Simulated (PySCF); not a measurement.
Me2SiClSBu, C6H15ClSSi.
Bonds: C1–C2, C2–C3, C3–C4, C4–S5, S5–Si6, Si6–C7, Si6–C8, Si6–Cl9. Hydrogens: H10, H11, H12 on C1; H13, H14 on C2; H15, H16 on C3; H17, H18 on C4; H19, H20, H21 on C7; H22, H23, H24 on C8.

Structure optimised with GFN2-xTB, isolated species.

Question: List the bond lengths, angles and torsions at this level.

Answer: 
| bond | length (bohr) | order |
| --- | --- | --- |
| C1–C2 | 2.880 | single |
| C2–C3 | 2.888 | single |
| C3–C4 | 2.873 | single |
| C4–S5 | 3.459 | single |
| S5–Si6 | 4.093 | single |
| Si6–C7, Si6–C8 | 3.592 | single |
| Si6–Cl9 | 3.861 | single |
| C1–H10, C1–H11, C1–H12 | 2.055 | single |
| C2–H13, C2–H14 | 2.064 | single |
| C3–H15, C3–H16 | 2.066 | single |
| C4–H17, C4–H18 | 2.057 | single |
| C7–H19 and 5 like bonds | 2.052 | single |

Bonds in one row agree within 0.02 bohr and their mean is given. Orders are formal, as drawn. A selection of angles:
| angle | degrees |
| --- | --- |
| C1–C2–C3 | 112.9 |
| C2–C3–C4 | 113.9 |
| C3–C4–S5 | 113.8 |
| C4–S5–Si6 | 103.2 |
| S5–Si6–C7 | 106.5 |
| S5–Si6–C8 | 111.2 |
| S5–Si6–Cl9 | 109.5 |
| C7–Si6–C8 | 112.0 |
| C7–Si6–Cl9 | 109.3 |
| C8–Si6–Cl9 | 108.3 |

Torsions: C1–C2–C3–C4 70° (synclinal); C2–C3–C4–S5 58° (synclinal); C3–C4–S5–Si6 69° (synclinal); C4–S5–Si6–C7 147° (anticlinal). The mirror-image conformer, all signs reversed, is as good.

Si6 (chlorine-bound silicon) is tetrahedral (angles from 106.5° to 112.0°). Of the pairs four or more bonds apart, S5···H13 is among the closest relative to their van der Waals radii: 2.74 Å, 91 % of the sum of Bondi's values.

Point group: C1 (no symmetry element, even within 0.4 Å). No GFN2-xTB frequencies stand behind this structure, so it isn't proved a minimum. The numbers are those of one conformer.

All values are computed, not measured.
